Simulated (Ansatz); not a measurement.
`OB(O)C12CC3CC(CC(C3)C1)C2` was relaxed with PBE-D4 (def2-SVP) in Ansatz in these states: charge -1 doublet, neutral singlet. The geometries follow in no particular order.

A:

```xyz
30

O     1.1203   -3.1897    0.4622
B     0.0685   -2.4087    0.8918
O    -0.9261   -2.8666    1.7273
C     0.0076   -0.9095    0.3733
C     1.3526   -0.1858    0.6603
C     1.3235    1.2522    0.1066
C     0.1752    2.0363    0.7715
C    -1.1672    1.3414    0.4699
C    -1.3897    1.2997   -1.0548
C    -0.2438    0.5150   -1.7227
C     1.0986    1.2083   -1.4176
C    -0.2137   -0.9227   -1.1675
C    -1.1379   -0.0964    1.0240
H     1.1092   -4.1054    0.7922
H    -0.8318   -3.7982    1.9938
H     2.1908   -0.7556    0.2059
H     1.5406   -0.1617    1.7569
H     2.2926    1.7512    0.3257
H     0.1585    3.0831    0.3961
H     0.3372    2.0910    1.8702
H    -1.9949    1.9063    0.9510
H    -2.3656    0.8187   -1.2843
H    -1.4355    2.3326   -1.4646
H    -0.4047    0.4814   -2.8222
H     1.9313    0.6604   -1.9102
H     1.0996    2.2393   -1.8345
H     0.5948   -1.5055   -1.6585
H    -1.1714   -1.4368   -1.4063
H    -2.1114   -0.5981    0.8369
H    -1.0072   -0.0763    2.1276
```

B:

```xyz
30

O    -1.1158    2.3362    2.2953
B    -0.1372    1.3739    2.1883
O     0.8608    1.2535    3.1282
C    -0.0875    0.4581    0.8581
C    -1.4946    0.1391    0.3071
C    -1.4002   -0.6459   -1.0146
C    -0.6420   -1.9650   -0.7754
C     0.7722   -1.6600   -0.2472
C     1.5304   -0.8196   -1.2914
C     0.7787    0.5016   -1.5371
C    -0.6376    0.1932   -2.0567
C     0.6757    1.2815   -0.2148
C     0.6685   -0.8709    1.0714
H    -0.8650    2.8674    3.1531
H     0.6791    2.0278    3.7995
H    -2.0596    1.0879    0.1612
H    -2.0659   -0.4552    1.0603
H    -2.4276   -0.8724   -1.3998
H    -0.5810   -2.5528   -1.7251
H    -1.1959   -2.5927   -0.0372
H     1.3202   -2.6221   -0.0761
H     2.5640   -0.6058   -0.9296
H     1.6283   -1.3899   -2.2482
H     1.3318    1.1091   -2.3002
H    -1.1852    1.1455   -2.2519
H    -0.5792   -0.3578   -3.0279
H     0.1485    2.2511   -0.3786
H     1.6959    1.5283    0.1652
H     1.6811   -0.6602    1.4844
H     0.1390   -1.4839    1.8396
```

Q: Judge from the bond lengths which geometry belongs to which state (an estimate).

A: A is the neutral singlet (O3–H15 0.974 Å, O1–H14 0.973 Å, B2–C4 1.588 Å); B is the charge -1 doublet (O3–H15 1.041 Å, O1–H14 1.040 Å, B2–C4 1.616 Å).

At PBE-D4/def2-SVP the highest occupied level of the relaxed charge -1 doublet lies above zero (up to 3.42 eV). By energy differences it is unbound by 1.60 eV (each at its own geometry, against the charge 0 singlet, at PBE-D4/def2-SVP) and held by the finite basis.
